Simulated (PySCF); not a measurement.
BH$_{2}$O, B$_{2}$FH$_{2}$O, BClH$_{3}$OSi, BH$_{4}$O$_{2}$Si (calculated)

All values are calculated (PySCF 2.14.0). Calculation on a computer-drawn molecule: the log of a Hartree-Fock and frozen-core CCSD(T) single point meant for a local Hartree-Fock minimum, with one planted fault or none, to be diagnosed. Offsets are logged minus clean, where the clean run is the same molecule without the fault. The reference is restricted for singlets and unrestricted otherwise, and also for a bond in bohr or an excited solution. Adding or removing an electron swaps singlet and doublet. The excited solution moves the top pair (singlet) or top alpha electron (doublet) to the lowest empty orbital. Highest occupied and lowest empty are orbital energies over both spins, largest force is the largest gradient component, triples share is (T) over the correlation energy, the T1 limit is 0.02 restricted and 0.045 unrestricted, electrons count all cores, a negative frequency is imaginary (commonest isotopes), and the dipole is about the centre of nuclear charge.

Common to all runs: meant charge 1; meant multiplicity 1; logged SCF converged yes; logged CC converged yes; logged SCF stable within its kind yes; possible faults no fault, one electron removed, one electron added, multiplicity raised by two, geometry at a saddle point, SCF held on an excited solution, minimal basis STO-3G, one bond length entered in bohr, all coordinates scaled.

```json
{"entry": 1, "formula": "BH2O", "logged_structure": {"atoms_angstrom": [["B", 1.0539, -2.8337, 2.2241], ["O", 0.7353, -3.4172, 1.2492], ["H", 1.4047, -2.2935, 3.1589], ["H", 0.1807, -3.6902, 0.558]]}, "given": {"meant_basis": "cc-pVDZ", "logged_electrons": 14, "logged_basis_functions": 38, "logged_spin_squared": 0.0, "logged_highest_occupied [eV]": -24.818, "logged_lowest_empty [eV]": -3.5512, "logged_largest_force [hartree/bohr]": 0.039206, "logged_T1_diagnostic": 0.016183, "logged_D1_diagnostic": 0.035229, "logged_triples_share": 0.023235, "logged_dipole_magnitude [debye]": 1.0632, "logged_energy_HF [hartree]": -100.44989, "logged_energy_CCSD(T) [hartree]": -100.71533, "drawn_bonds_atom": [1, 1, 2], "drawn_bonds_other_atom": [2, 3, 4], "drawn_bonds_order": [1, 1, 1]}, "results": {"planted_fault": "all coordinates scaled, by -3.0 %", "HF_energy_offset_from_clean_run [kcal/mol]": 2.444, "CCSD(T)_energy_offset_from_clean_run [kcal/mol]": 4.518}}
{"entry": 2, "formula": "B2FH2O", "logged_structure": {"atoms_angstrom": [["B", -0.1146, -0.5722, -0.7309], ["O", 0.181, 0.3811, -0.032], ["B", 0.4733, 1.571, 0.7675], ["F", -0.2794, 2.5683, 0.483], ["H", -0.3916, -1.4926, -1.3977], ["H", 1.3378, 1.4906, 1.5596]]}, "given": {"meant_basis": "cc-pVDZ", "logged_electrons": 27, "logged_basis_functions": 66, "logged_spin_squared": 0.7608, "logged_highest_occupied [eV]": -29.539, "logged_lowest_empty [eV]": -18.606, "logged_largest_force [hartree/bohr]": 0.1699, "logged_T1_diagnostic": 0.040924, "logged_D1_diagnostic": 0.23166, "logged_triples_share": 0.028817, "logged_dipole_magnitude [debye]": 5.9619, "logged_energy_HF [hartree]": -223.96284, "logged_energy_CCSD(T) [hartree]": -224.48624, "drawn_bonds_atom": [1, 2, 3, 1, 3], "drawn_bonds_other_atom": [2, 3, 4, 5, 6], "drawn_bonds_order": [1, 1, 1, 1, 1]}, "results": {"planted_fault": "one electron removed", "HF_energy_offset_from_clean_run [kcal/mol]": 456.2, "CCSD(T)_energy_offset_from_clean_run [kcal/mol]": 464.2}}
{"entry": 3, "formula": "BClH3OSi", "logged_structure": {"atoms_angstrom": [["B", -0.566, 0.0629, -0.7836], ["O", -1.3813, -0.8364, -0.742], ["Si", -2.6004, -2.1632, -0.5474], ["Cl", -2.923, -2.2431, 1.429], ["H", 0.2193, 0.9284, -0.8276], ["H", -1.8715, -3.304, -1.0783], ["H", -3.7203, -1.6398, -1.3129]]}, "given": {"meant_basis": "cc-pV(D+d)Z", "logged_electrons": 46, "logged_basis_functions": 89, "logged_spin_squared": 0.0, "logged_highest_occupied [eV]": -17.193, "logged_lowest_empty [eV]": -2.8119, "logged_largest_force [hartree/bohr]": 1.6683e-05, "logged_lowest_frequency [cm^-1]": 101.46, "logged_T1_diagnostic": 0.015307, "logged_D1_diagnostic": 0.042299, "logged_triples_share": 0.025846, "logged_dipole_magnitude [debye]": 7.5502, "logged_energy_HF [hartree]": -849.59942, "logged_energy_CCSD(T) [hartree]": -850.12475, "drawn_bonds_atom": [1, 2, 3, 1, 3, 3], "drawn_bonds_other_atom": [2, 3, 4, 5, 6, 7], "drawn_bonds_order": [1, 1, 1, 1, 1, 1]}, "results": {"planted_fault": "no fault", "HF_energy_offset_from_clean_run [kcal/mol]": 0.0, "CCSD(T)_energy_offset_from_clean_run [kcal/mol]": 0.0}}
{"entry": 4, "formula": "BH4O2Si", "logged_structure": {"atoms_angstrom": [["B", 1.5273, 2.4117, -0.1928], ["O", 0.7518, 1.4971, -0.0157], ["Si", -0.3927, 0.0733, 0.0662], ["O", 0.4529, -1.1395, -0.5396], ["H", 2.2755, 3.2951, -0.3578], ["H", -1.4329, 0.527, -0.8389], ["H", -0.6703, 0.0357, 1.4953], ["H", 0.9219, -1.8007, -0.048]]}, "given": {"meant_basis": "cc-pV(D+d)Z", "logged_electrons": 38, "logged_basis_functions": 28, "logged_spin_squared": 0.0, "logged_highest_occupied [eV]": -15.771, "logged_lowest_empty [eV]": 1.5087, "logged_largest_force [hartree/bohr]": 0.043234, "logged_T1_diagnostic": 0.022567, "logged_D1_diagnostic": 0.062866, "logged_triples_share": 0.050938, "logged_dipole_magnitude [debye]": 3.9841, "logged_energy_HF [hartree]": -459.90128, "logged_energy_CCSD(T) [hartree]": -460.1194, "drawn_bonds_atom": [1, 2, 3, 1, 3, 3, 4], "drawn_bonds_other_atom": [2, 3, 4, 5, 6, 7, 8], "drawn_bonds_order": [1, 1, 1, 1, 1, 1, 1]}, "results": {"planted_fault": "minimal basis STO-3G", "HF_energy_offset_from_clean_run [kcal/mol]": 3544, "CCSD(T)_energy_offset_from_clean_run [kcal/mol]": 3764}, "notes": ["T1 above single-reference limit"]}
```
